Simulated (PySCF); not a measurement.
# Two-dimensional NMR puzzle

Compound of formula C$_{6}$H$_{13}$NOSi$_{2}$. Correlations simulated from computed shifts and the bond graph:

HSQC (one-bond C–H):
| δH | δC |
| --- | --- |
| 1.99 | 23.7 |
| 1.92 | 16.3 |
| 1.88 | 28.4 |

COSY cross peaks (H two or three bonds apart, from the bond graph; peaks can be absent where the dihedral angle is near 90°):
| δH | δH |
| --- | --- |
| 5.02 | 1.88 |
| 3.88 | 1.92 |

HMBC (two and three bonds, from the bond graph):
| δH | δC |
| --- | --- |
| 6.47 | 171.8, 133.7, 133.0, 23.7 |
| 5.02 | 133.7, 133.0, 28.4 |
| 3.88 | 133.7, 16.3 |
| 1.99 | 171.8 |
| 1.92 | 133.7, 133.0, 28.4 |
| 1.88 | 133.7, 133.0, 16.3 |

Carbons without hydrogens: δ 171.8, 133.7, 133.0.

[PySCF: NMR shieldings at PBE0/pcSseg-1/GIAO; coordinates at the GFN2-xTB level; rapidly exchanging positions averaged; single conformer; relativity neglected; no solvent]

Referencing at the same level of theory: TMS for 1H (σref 31.72), 13C (σref 186.93).

Exchangeable hydrogens are left out of these lists.

Assemble the structure.

Answers

SMILES CC(=O)NC1=C(C[SiH3])C[SiH2]1.

Atom-mapped SMILES (the numbers label the heavy atoms): `[CH3:1][C:2](=[O:3])[NH:4][C:5]1=[C:6]([CH2:7][SiH3:8])[CH2:9][SiH2:10]1`. Each H is labelled by its parent atom.

1. δC 171.8 is C2, an amide carbonyl carbon.
2. δC 133.7 is C6, a β carbon of an enol-ether or enamine type C=C.
3. δC 133.0 is C5, an alkene carbon bearing nitrogen.
4. δC 28.4 is C9, an allylic sp3 CH2 bonded to Si (δH 1.88).
5. δC 23.7 is C1, a methyl carbon α to a carbonyl (δH 1.99).
6. δC 16.3 is C7, an allylic sp3 CH2 bonded to Si (δH 1.92).
7. HMBC from δH 5.02 reaches the proton-free carbons C6, C5.
8. HMBC from δH 3.88 reaches the proton-free carbon C6.
9. HMBC from δH 1.99 reaches the proton-free carbon C2.
10. HMBC from δH 1.92 reaches the proton-free carbons C6, C5.
11. COSY links 5.02–1.88, 3.88–1.92.

This is the structure that produced the data.

Exchangeable OH/NH protons stand at their gas-phase positions; hydrogen bonding in a real sample shifts them, mostly to higher δ. Shifts are as computed. Against solution values, carbons near 30 ppm lie about +3 ppm off and those near 130 ppm about +5 ppm. Of 1211 compounds with measured shifts, 218 miss one by over three times the rms of a fit or turn the order of signals round; such compounds aren't used in these exercises. Hydrogen bonding in solution deshields acid and N–H amide carbonyl carbons by as much as 10 ppm beyond these values.
